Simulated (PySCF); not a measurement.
## Telling isomers of C9H12FN apart by NMR

Computed data (PySCF): structure optimised with GFN2-xTB, PBE0/pcSseg-1 with gauge-including orbitals. Rapidly exchanging positions averaged, gas phase, one computed conformer, non-relativistic.

Scale: ¹H and ¹³C vs TMS (reference shieldings calculated alike). Splittings of carbon signals by F and P are missing where no couplings were computed. Where no couplings were computed, multiplicities follow the n + 1 count of equivalent neighbours, and m marks all less simple cases (inequivalent or close neighbours, rings, F or P nearby). Shifts are as computed. Against solution values, carbons near 30 ppm lie about +3 ppm off and those near 130 ppm about +5 ppm. Of 1211 compounds with measured shifts, 218 miss one by over three times the rms of a fit or turn the order of signals round; such compounds aren't used in these exercises.

(1) Tabulate the signals of `N#C[C@@H]1CCC[C@]12C[C@H](F)C2`, `CCN(C)c1cccc(F)c1`, `C[C@@H](F)[C@@H](C)c1ccccn1`, `N#C[C@H]1[C@@H]2CC[C@H]1C[C@@H](F)C2`, `N#C[C@@H]1C[C@H]2CC[C@@H]1[C@@H](F)C2` and their relative energies.

(2) What is the quickest way to tell N#C[C@H]1[C@@H]2CC[C@H]1C[C@@H](F)C2 from N#C[C@@H]1C[C@H]2CC[C@@H]1[C@@H](F)C2?

(3) What is the quickest way to tell C[C@@H](F)[C@@H](C)c1ccccn1 from N#C[C@H]1[C@@H]2CC[C@H]1C[C@@H](F)C2?

(4) What is the quickest way to tell C[C@@H](F)[C@@H](C)c1ccccn1 from N#C[C@@H]1C[C@H]2CC[C@@H]1[C@@H](F)C2?

Results:

(1) 
```tsv
SMILES	carbon types	δC	δH	E rel. (kcal/mol)
N#C[C@@H]1CCC[C@]12C[C@H](F)C2	2×C 2×CH 5×CH2	125.7, 84.4, 48.8, 44.9, 42.8, 41.7, 40.2, 34.0, 26.7	5.15 (m, 1H), 2.83 (m, 1H), 2.55 (m, 1H), 2.55 (m, 1H), 2.30 (m, 1H), 2.23 (m, 1H), 2.11 (m, 1H), 2.06 (m, 1H), 1.99 (m, 1H), 1.89 (m, 1H), 1.86 (m, 1H), 1.78 (m, 1H)	25.5
CCN(C)c1cccc(F)c1	2×C 4×CH 1×CH2 2×CH3	175.0, 152.5, 135.9, 108.9, 107.1, 102.2, 49.8, 40.2, 11.5	7.42 (m, 1H), 6.61 (m, 1H), 6.43 (d, 1H), 6.28 (m, 1H), 3.51 (q, 2H), 3.03 (s, 3H), 1.07 (t, 3H)	8.9
C[C@@H](F)[C@@H](C)c1ccccn1	1×C 6×CH 2×CH3	169.1, 154.7, 142.3, 128.4, 126.9, 96.1, 54.2, 22.5, 21.1	8.84 (d, 1H), 7.94 (m, 1H), 7.76 (d, 1H), 7.34 (m, 1H), 4.99 (m, 1H), 3.07 (m, 1H), 1.51 (d, 3H), 1.07 (m, 3H)	0.0
N#C[C@H]1[C@@H]2CC[C@H]1C[C@@H](F)C2	1×C 4×CH 4×CH2	125.7, 90.6, 41.0, 38.8, 36.1, 30.7	4.94 (m, 1H), 2.46 (m, 1H), 2.37 (m, 2H), 2.26 (m, 2H), 2.24 (m, 2H), 2.01 (m, 2H), 1.87 (m, 2H)	2.9
N#C[C@@H]1C[C@H]2CC[C@@H]1[C@@H](F)C2	1×C 4×CH 4×CH2	127.1, 92.0, 38.5, 35.7, 33.5, 26.7, 25.1, 23.8, 22.9	4.95 (m, 1H), 2.37 (m, 1H), 2.15 (m, 1H), 2.03 (m, 1H), 2.00 (m, 1H), 1.94 (m, 1H), 1.81 (m, 1H), 1.68 (m, 1H), 1.61 (m, 1H), 1.39 (m, 1H), 1.37 (m, 1H), 1.24 (m, 1H)	5.7
```

Energies are electronic energies at PBE0/pcSseg-1 on these geometries, without zero-point or thermal terms, each for the one conformer computed, which needn't be the lowest.

(2) Count the carbon signals: 6 against 9. The first has an sp3 CH in a ring at 41.0 ppm, the second an sp3 CH α to a nitrile at 22.9 ppm. Their most deshielded carbons lie at 125.7 and 127.1 ppm.

(3) Count the carbon signals: 9 against 6. The first has an aromatic CH next to a ring nitrogen at 154.7 ppm, the second an sp3 CH2 in a ring at 38.8 ppm. Their most deshielded carbons lie at 169.1 and 125.7 ppm. In the proton spectra the most deshielded non-exchanging signals are 8.84 (d, 1H) and 4.94 (m, 1H).

(4) Both give the same number of carbon signals, but DEPT or the intensities differ. The first has an aromatic CH next to a ring nitrogen at 154.7 ppm, the second an sp3 CH2 in a ring at 38.5 ppm. Their most deshielded carbons lie at 169.1 and 127.1 ppm. In the proton spectra the most deshielded non-exchanging signals are 8.84 (d, 1H) and 4.95 (m, 1H).
